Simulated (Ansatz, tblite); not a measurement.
Removing and adding an electron: the cluster Cu₂I. The state is a doublet with charge 0. Geometry: r2SCAN-D4/def2-TZVP. Ansatz, gas phase; energy differences of separate SCF runs; the oxidised species is a singlet (the triplet lies 2.21 eV higher at PBE0-D4/def2-TZVP); the reduced species is a singlet (the triplet lies 0.31 eV higher at PBE0-D4/def2-TZVPD).

Cartesian coordinates in Å:
```
Cu 1.202 0.399 -0.550
Cu 0.024 -0.074 1.378
I -1.226 -0.324 -0.827
```

In the def2 sets I takes a core potential; there is no spin–orbit coupling. The xTB rows come from tblite. The structure comes from a short search, and lower isomers may exist.

| level | −HOMO (eV) | vertical IE (eV) | −LUMO (eV) | vertical EA (eV) | HOMO–LUMO gap (eV) | IE − EA (eV) | remarks |
| --- | --- | --- | --- | --- | --- | --- | --- |
| GFN1-xTB | – | 12.46 | – | 6.74 | – | 5.72 | – |
| GFN2-xTB | – | 10.16 | – | 5.47 | – | 4.69 | – |
| PBE-D4/def2-TZVP | 4.29 | 6.86 | 3.70 | – | 0.60 | – | – |
| PBE-D4/def2-TZVPD | 4.34 | – | 3.73 | 1.48 | 0.61 | – | HOMO above zero (-1 singlet), restricted singlet, untested (-1 singlet) |
| r2SCAN-D4/def2-TZVP | 4.46 | 6.84 | 3.35 | – | 1.11 | – | – |
| r2SCAN-D4/def2-TZVPD | 4.51 | – | 3.39 | 1.34 | 1.12 | – | HOMO above zero (-1 singlet), restricted singlet, untested (-1 singlet) |
| PBE0-D4/def2-TZVP | 4.91 | 6.71 | 2.71 | – | 2.20 | – | – |
| PBE0-D4/def2-TZVPD | 4.97 | – | 2.75 | 1.27 | 2.22 | – | HOMO above zero (-1 singlet), restricted singlet, untested (-1 singlet) |

   A HOMO above zero means that the electron is unbound at that level or that self-interaction error raises the level; the energy of removing that electron tells which. HOMO and LUMO are the levels of the spin that leaves or enters (xTB has no such levels and no spin-polarisation term). Other spin states of the ions may lie lower, which would lower the ionisation energy or raise the affinity. Raw xTB energy differences between charge states are shifted by several eV; the methods need an empirical correction for them.
